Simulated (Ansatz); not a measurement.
C2H6Mg, SMILES [CH3][Mg][CH3].

Geometry optimised at TPSSh-D3(BJ)/def2-TZVP. The isomer is the one that the SMILES or the coordinates give; other isomers of the formula were not compared.

Two levels are set side by side: PBE/def2-SVPD (Ansatz, a first-principles code) and PBE0/def2-SVPD (Ansatz). Energy differences of separate SCF runs at the same geometry; the states with an electron removed or added have multiplicity 2 and 2. Differences are taken from unrounded values.

| quantity | PBE0 | PBE | PBE minus PBE0 |
|---|---|---|---|
| vertical ionisation energy (eV) | 8.54 | 8.36 | -0.18 |
| vertical singlet–triplet gap (eV) | 4.28 | 4.02 | -0.26 |
